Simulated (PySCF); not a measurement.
Computed with B3LYP-D3(BJ)/def2-TZVP // PBE0-D4/def2-SVP in PySCF 2.14.0. Isolated molecules, 0 K electronic values unless said otherwise. One relaxed conformer stands for a flexible species; it need not be the lowest. B3LYP has the VWN-RPA correlation part, as in Gaussian. Delta-SCF ions had no search for a lower state. 

Reference species (SMILES): `CN(C)B(N(C)C)N(C)C` (neutral, multiplicity 1).

| Item | Value |
|---|---|
| vertical ionisation energy (Delta-SCF) | 7.46 eV |
| HOMO | -5.66 eV |
| HOMO–LUMO gap | 6.16 eV |
| LUMO | 0.50 eV |

After one change: the vertical ionisation energy (Delta-SCF) increases by 5.61 eV; the HOMO falls by 4.04 eV; the HOMO–LUMO gap rises by 1.30 eV; the LUMO falls by 2.74 eV.

### Question
Which change was made? The new species is one of these.
A. `CN(C)BN(C)C` (C–N–B–N torsion -16°, N–B–N–C torsion -16°)
B. `BN(C)C` (H–B–N–C torsion 0°)
C. `B`

### Answer
C, `B`
